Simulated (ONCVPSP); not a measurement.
# Cutoff test, Pt (Z = 78), ONCV

platinum, optimised norm-conserving Vanderbilt (ONCV), made with ONCVPSP 4.0.1 (PBE, scalar-relativistic). Core [Kr] 4d10 4f14, reference 5s2 5p6 5d9.5 6s0.5. Waves: 5s+6s: rc 1.60 bohr, ncon 4, nbas 9, qcut 9.7 1/bohr, 2 projectors; 5p: rc 1.10 bohr, ncon 3, nbas 7, qcut 8.1 1/bohr, 2 projectors, debl 2.4 Ha; 5d: rc 1.45 bohr, ncon 4, nbas 7, qcut 6.4 1/bohr, 1 projector. Local part: polynomial inside 0.75 bohr (lpopt 5, dvloc0 3 Ha). Core correction: Teter function, fcfact 2.75, rcfact 1.05.

For each optimised wave give the share of its norm inside rc, the residual kinetic energy above qcut (Ha) and the cutoffs (Ha) for errors of 10, 1, 0.1 and 0.01 mHa per electron.

| wave | norm inside rc | residual KE | 10 mHa | 1 mHa | 0.1 mHa | 0.01 mHa |
| --- | --- | --- | --- | --- | --- | --- |
| 5s | 0.966 | 1.8e-08 | 22.6 | 29.0 | 33.9 | 38.1 |
| 6s | 0.067 | 2.1e-08 | 18.2 | 26.2 | 32.5 | 37.5 |
| 5p | 0.533 | 1.8e-03 | 26.1 | 46.0 | 137.8 | not reached |
| p projector 2 | 0.061 | 4.8e-04 | 19.3 | 30.1 | 57.7 | 189.6 |
| 5d | 0.435 | 2.6e-04 | 14.5 | 18.4 | 23.1 | 39.4 |

The occupied waves need 46 Ha and 138 Ha for 1 and 0.1 mHa. Note: ghosts flagged at negative energy: s at -330.7 eV; GHOST(+) flagged for p at 158.9 eV. A true bound ghost makes a file unfit for plane-wave use.
